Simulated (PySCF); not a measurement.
Isomers of C6H12FNSi, one GFN2-xTB conformer each. Single-point energies are computed at PBE0/pcSseg-1 (PySCF, gas phase, no added dispersion term), electronic only.

Question: Rank them by PBE0/pcSseg-1 energy, lowest first (kJ/mol).
A. `[CH3:1][N:2]1[CH2:3][CH2:4][C:5]([CH2:6][SiH3:7])=[C:8]1[F:9]` with C4–C5–C6–Si7 -76°, C1–N2–C3–C4 153°, N2–C3–C4–C5 -17°, C3–C4–C5–C6 -176°, C1–N2–C8–C5 -147°
B. `[CH2:1]=[C:2]([F:3])[Si@@H:4]1[CH2:5][C@@H:6]1[N:7]([CH3:8])[CH3:9]` with C1–C2–Si4–C5 36°, C5–C6–N7–C8 75°
C. `[CH2:1]=[CH:2]/[C:3]([CH3:4])=[N:5]\[C@H:6]([SiH3:7])[CH2:8][F:9]` with C1–C2–C3–C4 -9°, C3–N5–C6–Si7 -86°, N5–C6–C8–F9 166°
D. `[CH:1]#[C:2][CH2:3][C@H:4]([F:5])[SiH2:6][N:7]([CH3:8])[CH3:9]` with C2–C3–C4–F5 -168°, C3–C4–Si6–N7 -163°, C4–Si6–N7–C8 -44°
E. `[CH2:1]=[C:2]([CH3:3])[SiH2:4][C@@H:5]([F:6])/[CH:7]=[N:8]\[CH3:9]` with C1–C2–Si4–C5 -92°, C2–Si4–C5–F6 -68°, Si4–C5–C7–N8 80°
F. `[CH2:1]=[C:2]1[SiH2:3][N:4]([CH3:5])[CH2:6][C@@H:7]1[CH2:8][F:9]` with C6–C7–C8–F9 66°, C1–C2–Si3–N4 174°, C2–Si3–N4–C5 -174°, Si3–N4–C6–C7 31°, N4–C6–C7–C8 84°

Answer: F (0.0), A (37.8), C (104.7), E (121.0), D (163.3), B (170.9).

As drawn, the highest has a three-membered ring, which the lowest lacks. Neighbours under 10 kJ/mol apart (C#CC[C@H](F)[SiH2]N(C)C and C=C(F)[Si@@H]1C[C@@H]1N(C)C) can change places with a better method, another conformer or zero-point energy. GFN2-xTB itself gives, in the same order: 0.0, 14.0, 124.7, 177.2, 145.8, 261.9. Both levels put the same isomer lowest; measured from each level's own lowest isomer, the values differ by up to 91.0 kJ/mol (C=C(F)[Si@@H]1C[C@@H]1N(C)C: 261.9 against 170.9).

Question: Which frontier levels, dipoles and rotational constants go with these structures?

Answer: 
```csv
SMILES,"HOMO (eV, PBE0/pcSseg-1)",LUMO (eV),dipole (D),"A, B, C (MHz)"
C=C1[SiH2]N(C)C[C@@H]1CF,-6.36,-0.45,1.33,"1654, 1241, 800.9"
CN1CCC(C[SiH3])=C1F,-5.29,0.90,1.97,"2564, 825.4, 686.6"
C=C/C(C)=N\[C@H]([SiH3])CF,-7.15,-1.49,2.81,"2291, 706.4, 635.4"
C=C(C)[SiH2][C@@H](F)/C=N\C,-6.95,-0.49,1.95,"1786, 936.1, 786.2"
C#CC[C@H](F)[SiH2]N(C)C,-6.41,0.64,1.32,"2066, 792.6, 634.4"
C=C(F)[Si@@H]1C[C@@H]1N(C)C,-6.21,-0.58,2.11,"2242, 879.7, 753.9"
```
